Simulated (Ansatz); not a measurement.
System: chloro(trimethyl)germane, C$_{3}$H$_{9}$ClGe, charge 0, multiplicity 1. SMILES: [CH3][Ge]([CH3])([CH3])[Cl]
Geometry: optimised at B3LYP-D3(BJ)/def2-TZVP (Ansatz, a program for electronic structure).

Wanted: vertical ionisation energy (to the doublet state of charge +1; each state is the SCF solution reached for its spin; the molecule has degenerate orbitals, so one determinant may break the symmetry; for the doublet the Hartree-Fock reference is unstable and T1 is 0.024), in eV. Correlated levels leave the core frozen unless marked. Open shells are spin-unrestricted. No spin-orbit coupling. The frozen core is the preceding noble-gas configuration, with the filled d and f shells of earlier blocks. No relativistic terms.  The program attaches cautions to a run behind CCSD/def2-SVPD: other roots.

```csv
level,program,vertical ionisation energy (eV)
HF/def2-QZVPPD,Ansatz,9.74
RI-HF/def2-TZVPPD,Ansatz,9.75
SVWN5/def2-TZVPD,Ansatz,9.81
B3LYP/def2-TZVPD,Ansatz,9.98
RI-MP2/def2-TZVPPD,Ansatz,10.87
CCSD/def2-SVPD,Ansatz,10.43
```
